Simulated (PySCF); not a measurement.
C5H11BO2.
SMILES: `C(C)[C@]1(C)COBO1`

Four sets of settings were typed for PySCF runs (density fitting) on one GFN2-xTB geometry. Runs with no stated cap are allowed at least 80 cycles.

**Question.** One run ended without self-consistency. Which?
A. PBE0/def2-SVPD
B. PBE0/pcSseg-1
C. PBE0/pcSseg-1, energy threshold 1e-06 Eh
D. B3LYP/def2-SVPD, DIIS off, at most 64 cycles

**Answer.** D. The energy swings between two values 27 Eh apart, cycle after cycle, with a gradient of 2.0e+01 at cycle 64; DIIS was off. Go back to DIIS. Its energy and orbitals aren't self-consistent and shouldn't be used.

The end of its output:
```
cycle  54  E = -98.0730549067  dE = -2.701e+01  |g| = 1.992e+01  |ddm| = 5.837e+02
cycle  55  E = -71.0598715091  dE =  2.701e+01  |g| = 2.139e+01  |ddm| = 5.837e+02
cycle  56  E = -98.0730549066  dE = -2.701e+01  |g| = 1.992e+01  |ddm| = 5.837e+02
cycle  57  E = -71.0598715091  dE =  2.701e+01  |g| = 2.139e+01  |ddm| = 5.837e+02
cycle  58  E = -98.0730549066  dE = -2.701e+01  |g| = 1.992e+01  |ddm| = 5.837e+02
cycle  59  E = -71.0598715091  dE =  2.701e+01  |g| = 2.139e+01  |ddm| = 5.837e+02
cycle  60  E = -98.0730549066  dE = -2.701e+01  |g| = 1.992e+01  |ddm| = 5.837e+02
cycle  61  E = -71.0598715091  dE =  2.701e+01  |g| = 2.139e+01  |ddm| = 5.837e+02
cycle  62  E = -98.0730549066  dE = -2.701e+01  |g| = 1.992e+01  |ddm| = 5.837e+02
cycle  63  E = -71.0598715091  dE =  2.701e+01  |g| = 2.139e+01  |ddm| = 5.837e+02
cycle  64  E = -98.0730549066  dE = -2.701e+01  |g| = 1.992e+01  |ddm| = 5.837e+02
SCF not converged, last energy = -98.0730549066
```

The others met their thresholds:

```tsv
settings	basis functions	SCF cycles	E (Eh)	HOMO (eV)	LUMO (eV)	dipole (D)
PBE0/pcSseg-1	191	14	-372.0695	-7.98	1.01	2.59
PBE0/def2-SVPD	254	14	-371.8632	-8.03	0.46	2.49
PBE0/pcSseg-1, energy threshold 1e-06 Eh	191	8	-372.0695	-7.98	1.01	2.59
```

Cycle counts include a coarse-grid stage where the run had one.

Conformer computed: `[CH3:1][CH2:2][C@:3]1([CH3:4])[CH2:5][O:6][BH:7][O:8]1`: C1–C2–C3–C4 59°.
